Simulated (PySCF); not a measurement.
Dissociation curve of CuH, singlet.

- RCCSD = CCSD on RHF/def2-SVP, 5 core orbitals frozen (PySCF)
- UCCSD(T) = CCSD(T) on UHF/def2-SVP, 5 core orbitals frozen in PySCF

Energies relative to the lowest point of each curve near equilibrium, in kcal/mol:

```
R / Å  RCCSD
-----  -----
1.34     3.5
1.38     1.8
1.45     0.2
1.53     0.2
1.57     0.7
1.83     9.3
1.98    16.2
2.25    28.6
2.70    45.0
4.00    60.4
5.16    61.7
5.90    61.9
```

Problem. Predict the corresponding UCCSD(T) column.

Solution. 1.34: 3.0; 1.38: 1.4; 1.45: 0.1; 1.53: 0.3; 1.57: 0.9; 1.83: 9.8; 1.98: 16.7; 2.25: 29.3; 2.70: 45.0; 4.00: 58.3; 5.16: 58.7; 5.90: 58.7 (kcal/mol).

The T1 diagnostic of CCSD on the restricted reference of RCCSD exceeds 0.045 at 2.96 to 5.90 Å. The unrestricted determinant behind UCCSD(T) is spin-contaminated at 1.98 to 5.90 Å (<S²> up to 1.0, against 0.00 for a pure singlet).
